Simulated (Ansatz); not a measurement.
Calculated with Ansatz (gas phase, PBE0-D4/def2-TZVP geometries, no zero-point term in ΔE). CBS: MP2 limit from def2 TZ/QZ plus the TZ coupled-cluster correction, frozen cores. Functionals use def2-TZVPP. B3LYP here is the variant with VWN-RPA as its local correlation; programs differ in this. One conformer a species, not always the lowest.

Reaction (redistribution): `N[Si](O)([AlH2])[SiH3]` + `CO[SiH2]O[SiH3]` → `CO[Si](N)(O)[SiH3]` + `[AlH2][SiH2]O[SiH3]`

`N[Si](O)([AlH2])[SiH3]`:

Cartesian coordinates in Å:
```
N -0.808 -1.287 -0.955
Si -0.153 0.190 -0.352
O -0.003 1.426 -1.465
Al -1.621 0.770 1.546
Si 2.066 -0.271 0.240
H -1.800 -1.434 -1.039
H -0.296 -1.879 -1.592
H -0.811 1.751 -1.866
H -3.205 0.808 1.344
H -1.055 1.089 2.998
H 2.087 -1.151 1.441
H 2.820 0.971 0.561
H 2.781 -0.983 -0.860
```

`CO[SiH2]O[SiH3]`:

Z-matrix (Å, degrees):
```
C
O 1 1.410
H 1 1.095 2 111.0
H 1 1.091 2 108.4 3 119.2
H 1 1.096 2 111.7 3 -121.4
Si 2 1.632 1 123.9 3 77.8
O 6 1.632 2 112.2 1 -66.8
H 6 1.484 2 110.1 1 51.1
H 6 1.479 2 105.4 1 173.3
Si 7 1.637 6 144.4 2 -56.8
H 10 1.486 7 109.9 6 78.7
H 10 1.483 7 108.3 6 -161.8
H 10 1.487 7 110.5 6 -41.7
```

`CO[Si](N)(O)[SiH3]`:

```xyz
15

C     1.207   -0.670    1.732
O    -0.068   -0.804    1.150
Si   -0.431   -0.364   -0.388
N    -2.117   -0.625   -0.453
O     0.317   -1.269   -1.539
Si    0.322    1.810   -0.845
H     1.147   -1.008    2.768
H     1.547    0.373    1.730
H     1.952   -1.278    1.209
H    -2.669   -0.513    0.382
H    -2.644   -0.411   -1.283
H     0.014   -2.177   -1.618
H    -0.211    2.270   -2.158
H    -0.172    2.751    0.201
H     1.807    1.915   -0.888
```

`[AlH2][SiH2]O[SiH3]`:

Z-matrix (Å, degrees):
```
Si
O 1 1.650
Al 1 2.463 2 110.9
H 1 1.497 2 108.9 3 122.8
H 1 1.497 2 108.9 3 -122.9
Si 2 1.635 1 142.4 3 178.6
H 3 1.588 1 121.8 2 0.7
H 3 1.590 1 118.9 2 -179.3
H 6 1.487 2 110.3 1 63.1
H 6 1.483 2 108.2 1 -177.1
H 6 1.487 2 110.3 1 -57.3
```

(1) Is it downhill or uphill in electronic energy at CCSD(T)/CBS, and by how much? (Estimate.)

(2) What do these levels give: PBE-D4, r2SCAN-D4, PBE0-D4, B3LYP-D4, HF/def2-TZVPP, MP2/def2-TZVPP, SCS-MP2/def2-TZVPP, HF/def2-QZVPP, MP2/def2-QZVPP, SCS-MP2/def2-QZVPP, HF/CBS(def2), CCSD/CBS(def2)? (Estimate.)

Largest T1 diagnostic among the species: 0.013.

## Answers

(1) The calculation gave: Downhill: ΔE = -6.0 kJ/mol.

(2) Computed: PBE-D4 -4.3, r2SCAN-D4 -8.4, PBE0-D4 -6.7, B3LYP-D4 -5.8, HF/def2-TZVPP -10.3, MP2/def2-TZVPP -4.7, SCS-MP2/def2-TZVPP -5.2, HF/def2-QZVPP -10.2, MP2/def2-QZVPP -3.9, SCS-MP2/def2-QZVPP -4.4, HF/CBS(def2) -10.2, CCSD/CBS(def2) -7.1 kJ/mol.

In def2-TZVPP, CCSD(T) changes the Hartree–Fock value by +3.0 kJ/mol (the triples alone add +1.2 kJ/mol) and MP2 by +5.7 kJ/mol.
